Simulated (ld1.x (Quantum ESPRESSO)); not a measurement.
**Scattering properties, PAW potential for aluminium (Al)**

```json
{
  "Element": "aluminium",
  "Generator": "ld1.x (Quantum ESPRESSO) 7.5",
  "Type": "PAW",
  "Functional": "PBEsol",
  "Relativity": "scalar-relativistic",
  "Frozen core": "[He]",
  "Valence charge": "11",
  "Reference configuration": "2s2 2p6 3s2 3p1",
  "Partial waves": "2s (bound): rcut 1.00, rcutus 1.30 bohr; 3s (bound): rcut 1.00, rcutus 1.30 bohr; 2p (bound): rcut 0.90, rcutus 0.95 bohr; 3p (bound): rcut 0.90, rcutus 0.95 bohr",
  "Local potential": "all-electron potential smoothed inside 1.20 bohr (lloc = -1)",
  "Core correction": "Bessel-smoothed model core, default radius (core density twice the valence density)",
  "Augmentation charge": "PSQ, inside the norm-conserving radii"
}
```

The phase is arctan(r·u′/u) with u = r·R(r), unwrapped; energies in Ry, scanned from -10 to 5 Ry. A pole is an energy at which the radial function vanishes at the test radius. The pseudo phase is shifted by a multiple of π to meet the all-electron one at the reference energy, and phase errors are pseudo minus all-electron; the curves can meet again beyond the range given. Levels narrower than the energy grid can be missing from the lists of poles.

Question: For each channel, where are the poles, and over which energies does the pseudopotential scatter like the atom?

Answer:

```tsv
channel	radius (bohr)	reference energy (Ry)	poles, all-electron	poles, pseudo	unbroken range about the reference energy with phases within 0.05 rad	phase error 1 Ry above the reference energy (rad)
s	1.41	-0.57	-7.56	-7.57	below 2.1	-0.002
p	1.41	-0.20	-4.71	-4.71	the whole range	+0.000
```

Phases in the p channel:

```json
{"E (Ry)": "-10.00", "all-electron": "1.316", "pseudo": "1.316"}
{"E (Ry)": "-9.76", "all-electron": "1.311", "pseudo": "1.311"}
{"E (Ry)": "-9.52", "all-electron": "1.306", "pseudo": "1.306"}
{"E (Ry)": "-9.28", "all-electron": "1.300", "pseudo": "1.300"}
{"E (Ry)": "-9.04", "all-electron": "1.294", "pseudo": "1.294"}
{"E (Ry)": "-8.80", "all-electron": "1.288", "pseudo": "1.288"}
{"E (Ry)": "-8.56", "all-electron": "1.280", "pseudo": "1.280"}
{"E (Ry)": "-8.32", "all-electron": "1.272", "pseudo": "1.272"}
{"E (Ry)": "-8.08", "all-electron": "1.263", "pseudo": "1.263"}
{"E (Ry)": "-7.84", "all-electron": "1.253", "pseudo": "1.253"}
{"E (Ry)": "-7.60", "all-electron": "1.240", "pseudo": "1.240"}
{"E (Ry)": "-7.36", "all-electron": "1.226", "pseudo": "1.226"}
{"E (Ry)": "-7.12", "all-electron": "1.208", "pseudo": "1.208"}
{"E (Ry)": "-6.88", "all-electron": "1.186", "pseudo": "1.186"}
{"E (Ry)": "-6.64", "all-electron": "1.157", "pseudo": "1.157"}
{"E (Ry)": "-6.40", "all-electron": "1.115", "pseudo": "1.115"}
{"E (Ry)": "-6.16", "all-electron": "1.052", "pseudo": "1.052"}
{"E (Ry)": "-5.92", "all-electron": "0.939", "pseudo": "0.939"}
{"E (Ry)": "-5.68", "all-electron": "0.690", "pseudo": "0.690"}
{"E (Ry)": "-5.44", "all-electron": "-0.032", "pseudo": "-0.032"}
{"E (Ry)": "-5.20", "all-electron": "-1.031", "pseudo": "-1.031"}
{"E (Ry)": "-4.96", "all-electron": "-1.415", "pseudo": "-1.415"}
{"E (Ry)": "-4.72", "all-electron": "-1.568", "pseudo": "-1.567"}
{"E (Ry)": "-4.48", "all-electron": "-1.648", "pseudo": "-1.648"}
{"E (Ry)": "-4.24", "all-electron": "-1.700", "pseudo": "-1.700"}
{"E (Ry)": "-4.00", "all-electron": "-1.736", "pseudo": "-1.736"}
{"E (Ry)": "-3.76", "all-electron": "-1.764", "pseudo": "-1.764"}
{"E (Ry)": "-3.52", "all-electron": "-1.788", "pseudo": "-1.788"}
{"E (Ry)": "-3.28", "all-electron": "-1.808", "pseudo": "-1.808"}
{"E (Ry)": "-3.04", "all-electron": "-1.827", "pseudo": "-1.827"}
{"E (Ry)": "-2.80", "all-electron": "-1.844", "pseudo": "-1.844"}
{"E (Ry)": "-2.56", "all-electron": "-1.861", "pseudo": "-1.861"}
{"E (Ry)": "-2.32", "all-electron": "-1.877", "pseudo": "-1.877"}
{"E (Ry)": "-2.08", "all-electron": "-1.894", "pseudo": "-1.894"}
{"E (Ry)": "-1.84", "all-electron": "-1.911", "pseudo": "-1.910"}
{"E (Ry)": "-1.60", "all-electron": "-1.928", "pseudo": "-1.928"}
{"E (Ry)": "-1.36", "all-electron": "-1.946", "pseudo": "-1.946"}
{"E (Ry)": "-1.12", "all-electron": "-1.966", "pseudo": "-1.966"}
{"E (Ry)": "-0.88", "all-electron": "-1.987", "pseudo": "-1.987"}
{"E (Ry)": "-0.64", "all-electron": "-2.009", "pseudo": "-2.009"}
{"E (Ry)": "-0.40", "all-electron": "-2.034", "pseudo": "-2.034"}
{"E (Ry)": "-0.16", "all-electron": "-2.062", "pseudo": "-2.062"}
{"E (Ry)": "0.08", "all-electron": "-2.092", "pseudo": "-2.092"}
{"E (Ry)": "0.32", "all-electron": "-2.126", "pseudo": "-2.126"}
{"E (Ry)": "0.56", "all-electron": "-2.165", "pseudo": "-2.165"}
{"E (Ry)": "0.80", "all-electron": "-2.209", "pseudo": "-2.209"}
{"E (Ry)": "1.04", "all-electron": "-2.260", "pseudo": "-2.260"}
{"E (Ry)": "1.28", "all-electron": "-2.319", "pseudo": "-2.319"}
{"E (Ry)": "1.52", "all-electron": "-2.388", "pseudo": "-2.388"}
{"E (Ry)": "1.76", "all-electron": "-2.470", "pseudo": "-2.470"}
{"E (Ry)": "2.00", "all-electron": "-2.566", "pseudo": "-2.566"}
{"E (Ry)": "2.24", "all-electron": "-2.679", "pseudo": "-2.678"}
{"E (Ry)": "2.48", "all-electron": "-2.810", "pseudo": "-2.809"}
{"E (Ry)": "2.72", "all-electron": "-2.958", "pseudo": "-2.958"}
{"E (Ry)": "2.96", "all-electron": "-3.121", "pseudo": "-3.120"}
{"E (Ry)": "3.20", "all-electron": "-3.291", "pseudo": "-3.290"}
{"E (Ry)": "3.44", "all-electron": "-3.459", "pseudo": "-3.458"}
{"E (Ry)": "3.68", "all-electron": "-3.616", "pseudo": "-3.615"}
{"E (Ry)": "3.92", "all-electron": "-3.756", "pseudo": "-3.755"}
{"E (Ry)": "4.16", "all-electron": "-3.879", "pseudo": "-3.878"}
{"E (Ry)": "4.40", "all-electron": "-3.984", "pseudo": "-3.982"}
{"E (Ry)": "4.64", "all-electron": "-4.072", "pseudo": "-4.071"}
{"E (Ry)": "4.88", "all-electron": "-4.148", "pseudo": "-4.147"}
```
